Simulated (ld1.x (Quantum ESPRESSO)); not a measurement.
**What one change does to a pseudopotential (mercury, ultrasoft)**

mercury, ultrasoft, made with ld1.x (Quantum ESPRESSO) 7.5 (LDA (PZ), scalar-relativistic). Core [Xe] 4f14, reference 5d10 6s1.5 6p0.5. Waves: 6s (bound): rcut 1.75, rcutus 2.40 bohr; 6s channel at -0.25 Ry: rcut 1.75, rcutus 2.40 bohr; 6p (bound): rcut 2.80, rcutus 3.50 bohr; 6p channel at 0.25 Ry: rcut 2.80, rcutus 3.50 bohr; 5d (bound): rcut 1.30, rcutus 1.45 bohr; 5d channel at 1.85 Ry: rcut 1.30, rcutus 1.45 bohr; 5f channel at 0.15 Ry: rcut 2.40, rcutus 3.00 bohr; 5f channel at 2.45 Ry: rcut 2.40, rcutus 3.00 bohr. Local part: all-electron potential smoothed inside 2.70 bohr (lloc = -1). Core correction: Bessel-smoothed model core inside 1.25 bohr. Augmentation charge: built from norm-conserving waves at rcut, not smoothed further.

All-electron outer shells of the reference configuration (LDA (PZ), scalar-relativistic, ld1.x):

```
shell  level (eV)  outermost node (bohr)  outermost maximum (bohr)
   4f      -97.49                      –                      0.37
   5p      -67.93                   0.51                      0.92
   5d      -11.19                   0.55                      1.17
   6s       -7.97                   1.08                      2.18
   6p       -1.81                   1.27                      3.18
```

Change: functional PBE.

Cutoffs: the cutoffs (Ry, on a coarse ladder) from which the occupation-weighted sum of valence levels, in a spherical-Bessel basis at the reference potential, stays within 10 and 1 mRy of its value at 400 Ry; they do not see the model core or the augmentation charge, which bear on the density cutoff. Errors are all-electron minus pseudo energies relative to the spin-unpolarised reference configuration.

Question: Predict the effect on cutoff, ghosts and configuration errors.

Answer: The potential gets neither clearly harder nor softer (50 Ry and 90 Ry → 50 Ry and 90 Ry); the number of tests with a reliable result goes from 9 to 7; of the 7 tests that both files solve, the error grows in 2 and shrinks in 0 by more than 15 % and 0.3 meV (median size 6.2 → 7.0 meV); neither file shows a bound ghost.

| quantity | base | changed |
| --- | --- | --- |
| cutoff, loose | 50 Ry | 50 Ry |
| cutoff, tight | 90 Ry | 90 Ry |
| bound ghosts | none | none |
| error for 5d10 6s2 6p0, meV [ΔE -3.02 → -2.95 eV] | +0.7 | +0.5 |
| error for 5d10 6s1 6p0, meV [ΔE 8.03 → 7.74 eV] | -6.2 | -7.0 |
| error for 5d10 6s0 6p0, meV [ΔE 27.42 → 26.71 eV] | -30 | -35 |
| error for 5d8 6s0 6p0, meV [ΔE 113.27 → 112.00 eV] | -253 | -274 |
| error for 5d9 6s2 6p1, meV [ΔE 7.33 → 7.42 eV] | -59 | -63 |
| error for 5d10 6s1 6p1, meV [ΔE 3.14 → 3.09 eV] | -1.0 | -1.3 |
| error for 5d10 6s1.5 6p0, meV [ΔE 1.51 → 1.41 eV] | -1.2 | -1.3 |
| s: phases at 3.81 bohr within 0.05 rad from the reference energy up to (Ry; the scan ends near 5) | 4.3 | 4.3 |
| p: phases at 3.81 bohr within 0.05 rad from the reference energy up to (Ry; the scan ends near 5) | 1.8 | 1.9 |
| d: phases at 3.81 bohr within 0.05 rad from the reference energy up to (Ry; the scan ends near 5) | to the end of the scan | to the end of the scan |
| f: phases at 3.81 bohr within 0.05 rad from the reference energy up to (Ry; the scan ends near 5) | 3.0 | 3.1 |
| lowest overlap eigenvalue by channel | s 0.34, p 0.58, d 0.93, f 0.98 | s 0.34, p 0.59, d 0.93, f 0.98 |
